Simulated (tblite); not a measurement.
C5H5ClF2O (charge +1 and doublet state).
Cartesian coordinates in Å at the GFN2-xTB level; atoms count from 1:
```
atom  x, y, z in Å
O1    -1.3472   -0.4854   -2.2789
C2    -1.0539   -0.3497   -1.1922
C3    -0.6917   -0.2473    0.0960
C4    -1.4205    0.6108    1.0559
Cl5   -2.8144    1.4884    0.3914
C6     0.5937   -0.9021    0.5136
C7     1.7671    0.0984    0.3318
F8     1.8272    0.4955   -0.9471
F9     1.5318    1.1950    1.0775
H10   -1.7725    0.0264    1.9187
H11   -0.7259    1.3633    1.4726
H12    0.8142   -1.7809   -0.0940
H13    0.5553   -1.1799    1.5679
H14    2.7360   -0.3330    0.6247
```

Computed values, GFN2-xTB/tblite, gas phase, harmonic and unscaled. The method is semi-empirical: single wavenumbers can be off by several per cent or more. One conformer, not necessarily the lowest. Open shells enter through the occupations alone, without spin polarisation, and single modes of such species can be off by tens of per cent.

Harmonic wavenumbers (cm⁻¹): 33.1, 55.3, 83.5, 94.8, 149.6, 207.7, 309.6, 320.2, 367.7, 452.2, 494.1, 589.4, 661.5, 723.3, 745.0, 810.7, 891.7, 905.0, 1022.0, 1031.4, 1081.3, 1129.4, 1145.3, 1184.8, 1225.5, 1238.4, 1253.6, 1278.0, 1375.4, 1405.7, 2258.9, 2790.7, 2859.4, 2895.8, 3002.5, 3009.8.

A = 1889, B = 908.6, C = 716.8 MHz; mass 154.000 u (most abundant isotopes); point group C1, symmetry number 1; spin multiplicity 2.

Question: Zero-point energy?

Answer: ½Σν̃ = 19541 cm⁻¹ = 55.87 kcal/mol.

Question: Give the ideal-gas entropy at 500 K and 1 bar in the rigid-rotor, harmonic-oscillator model (classical rotation).

Answer: Translation 43.60, rotation 31.49, vibration 47.24, spin (R ln 2) 1.38: S = 123.7 cal/(mol K).

Question: And Cp and H(500 K) − H(0)?

Answer: Cp = 48.15 cal/(mol K), of which vibrations give 40.20 (their classical limit is 36 R = 71.5); H(500 K) − H(0) = 15.18 kcal/mol without the zero-point energy, 11.21 from vibrations.

Question: What must be added to the electronic energy to get the Gibbs energy at 500 K and 1 bar?

Answer: ZPE + [H(500 K) − H(0)] − T·S = 55.87 + 15.18 − 61.85 = 9.20 kcal/mol.

Question: Blend soft modes into free rotors: weight 1/[1 + (100 cm⁻¹/ν̃)⁴] for the oscillator and the rest for a rotor with moment μB/(μ + B), μ = h/(8π²ν), B = 10⁻⁴⁴ kg m². What vibrational entropy results?

Answer: 41.90 cal/(mol K) in place of 47.24, which changes −T·S at 500 K by +2.67 kcal/mol.

Question: Which modes carry the vibrational entropy at 500 K?

Answer: 33.1 cm⁻¹: 6.66; 55.3 cm⁻¹: 5.64; 83.5 cm⁻¹: 4.83; 94.8 cm⁻¹: 4.57; 149.6 cm⁻¹: 3.68; 207.7 cm⁻¹: 3.04 cal/(mol K); the other 30 give 18.82 together.

Hindered rotation and anharmonicity are outside this model. Other conformers, if any are populated, would add a mixing term that is left out. The structure is chiral; the term R ln 2 for an equal mix with its mirror image is left out.

Hardware: Arm Neoverse V1, one thread, shared host with 64 logical CPUs at a one-minute load of 23. Cost: 0.49 s. The figure is for the frequency step alone.
